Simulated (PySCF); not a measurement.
KI, SMILES [K][I]. The structure is a stationary point at PBE-D3(BJ)/def2-TZVPD. The def2 effective core potentials stand for the cores of I; spin–orbit coupling is left out.

Computed equilibrium geometry at PBE-D3(BJ)/def2-TZVPD (PySCF confirms it by a frequency run) as a Z-matrix, and its point group:
point group C∞v.
```
I
K 1 3.0796
```
